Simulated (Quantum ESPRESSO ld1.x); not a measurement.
These are the eigenvalues of the occupied orbitals of an atom or ion with whole-number occupations (hartree). Method: non-relativistic Kohn-Sham, PBE, spin-unpolarised, spherical densities, point nucleus; computed with ld1.x of Quantum ESPRESSO 7.5.

1s: -6.8312

Which element is it, and in what charge state? The configuration may be excited.

Answer. Z = 4, beryllium, charge +3: Be3+ in 1s1. The 1s level, -6.8312 hartree, gives Z - s = 3.7 by -(Z - s)^2/2, which with screening narrows Z to a few neighbours, and the depths must fix Z and the occupations together.
